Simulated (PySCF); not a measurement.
B(F)(NMe2)(SH) (C₂H₇BFNS), SMILES CN(C)B(F)S.

Coordinates come from a PBE0-D3(BJ)/def2-SVP optimisation. The structure was generated by enumeration, and PubChem lists no compound with its InChIKey, so it may never have been made. Other conformers were not sampled.

These are B3LYP/def2-TZVP run with PySCF values and carry that method's errors.

Gas-phase values at a fixed geometry.

```json
{
 "total_energy": "-658.32846 hartree",
 "highest_occupied_level": "-6.75 eV",
 "lowest_empty_level": "0.14 eV",
 "orbital_gap": "6.88 eV",
 "dipole_moment": "0.649 e·Å",
 "quadrupole, principal values (traceless, Buckingham form, about the centre of nuclear charge)": "-1.59, -1.22, 2.81 D·Å",
 "mean_static_polarisability": "66.6 bohr³ (9.87 Å³)",
 "polarisability_principal_values": "51.8, 64.8, 83.2 bohr³"
}
```
